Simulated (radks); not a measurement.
Spherical quantum dot in the effective-mass picture: electrons in a parabolic well V = omega^2 r^2 / 2 with omega = 0.124, all in effective atomic units (hartree* = m*/eps^2 hartree, bohr* = eps/m* bohr), one dielectric constant everywhere. Calculated with a radial shooting solver with Libxc functionals: non-relativistic Kohn-Sham, LDA (Slater exchange, Perdew-Wang correlation), spin-polarised, spherical densities. Levels are named by radial order and angular momentum (1s, 1p, 1d, 2s, ...), and open shells are averaged over m. Each electron was tried in the lowest free levels, single moves between levels near the top were tried too, and the lowest total energy was kept; such a search can miss a lower state. At N = 1 the Hartree and exchange-correlation terms need not cancel, so that row can carry a self-interaction error.

N        open shells  2S  E (hartree*)  mu = E(N) - E(N-1) (hartree*)  addition energy mu(N+1) - mu(N) (hartree*)
1   1s(up 1, down 0)   1      0.190792                        0.19079                                      0.2228
2               none   0      0.604393                        0.41360                                      0.2464
3   1p(up 1, down 0)   1       1.26436                        0.65997                                      0.1425
4   1p(up 2, down 0)   2       2.06681                        0.80245                                      0.1386
5   1p(up 3, down 0)   3       3.00791                        0.94110                                      0.1585
6   1p(up 3, down 1)   2       4.10750                         1.0996                                      0.1221
7   1p(up 3, down 2)   1       5.32922                         1.2217                                      0.1198
8               none   0       6.67072                         1.3415                                      0.1719
9   1d(up 1, down 0)   1       8.18414                         1.5134                                      0.1080
10  1d(up 2, down 0)   2       9.80554                         1.6214                                      0.1061
11  1d(up 3, down 0)   3       11.5330                         1.7275                                      0.1041
12  1d(up 4, down 0)   4       13.3645                         1.8315                                      0.1021
13  1d(up 5, down 0)   5       15.2982                         1.9337                                      0.1193
14  1d(up 5, down 1)   4       17.3512                         2.0530                                     0.09612
15  1d(up 5, down 2)   3       19.5004                         2.1491                                     0.09488
16  1d(up 5, down 3)   2       21.7444                         2.2440                                     0.09360
17  1d(up 5, down 4)   1       24.0820                         2.3376                                     0.09230
18              none   0       26.5119                         2.4299                                      0.1063
19  2s(up 1, down 0)   1       29.0481                         2.5363                                      0.1031
20              none   0       31.6875                         2.6394                                      0.1011
21  1f(up 1, down 0)   1       34.4280                         2.7405                                     0.08526
22  1f(up 2, down 0)   2       37.2538                         2.8257                                     0.08435
23  1f(up 3, down 0)   3       40.1639                         2.9101                                           -

All shells are closed at N = 2, 8, 18, 20 (there: 1s2 1p6 1d10 2s2); the second difference of the energy has clear peaks (12 % above both neighbours; the first and last values, which can be the largest, are not judged, and half-filled shells can peak too) at N = 5, 8, 13.
